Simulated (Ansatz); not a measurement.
`[AlH2][SiH2][CH2][SnH3]` and `[AlH2][SiH2]C[SiH3]` differ in one atom or group.

Ansatz, PBE0-D4/def2-TZVP geometries, multiplicity 1. Each molecule was computed in one conformer, which needn't be the lowest.

Elements past krypton have def2 core potentials.

```json
{"property": "LUMO energy (B3LYP/def2-TZVPP) / eV", "`[AlH2][SiH2][CH2][SnH3]`": "-1.47"}
{"property": "LUMO energy (PBE/def2-TZVPP) / eV", "`[AlH2][SiH2][CH2][SnH3]`": "-2.07"}
{"property": "HOMO energy (ωB97M-V/def2-TZVPP) / eV", "`[AlH2][SiH2][CH2][SnH3]`": "-8.96"}
{"property": "HOMO energy (PBE/def2-TZVPP) / eV", "`[AlH2][SiH2][CH2][SnH3]`": "-5.92"}
{"property": "HOMO–LUMO gap (PBE/def2-TZVPP) / eV", "`[AlH2][SiH2][CH2][SnH3]`": "3.85"}
{"property": "HOMO–LUMO gap (PBE0/def2-TZVPP) / eV", "`[AlH2][SiH2][CH2][SnH3]`": "5.66"}
```

(1) Give the same properties after the change, and the shifts. (Estimate.)

Answers

(1) The calculation gave: 
| property | `[AlH2][SiH2]C[SiH3]` | shift |
| --- | --- | --- |
| LUMO energy (B3LYP/def2-TZVPP) / eV | -1.39 | 0.08 |
| LUMO energy (PBE/def2-TZVPP) / eV | -2.04 | 0.03 |
| HOMO energy (ωB97M-V/def2-TZVPP) / eV | -9.11 | -0.15 |
| HOMO energy (PBE/def2-TZVPP) / eV | -6.07 | -0.15 |
| HOMO–LUMO gap (PBE/def2-TZVPP) / eV | 4.02 | 0.17 |
| HOMO–LUMO gap (PBE0/def2-TZVPP) / eV | 5.86 | 0.20 |

With PBE0 the HOMO falls by 0.16 eV and the LUMO rises by 0.05 eV, so the gap widens by about 0.21 eV. PBE moves the HOMO by -0.15 eV and ωB97M-V by -0.15 eV.

B3LYP here is the variant with VWN-RPA as its local correlation; programs differ in this.
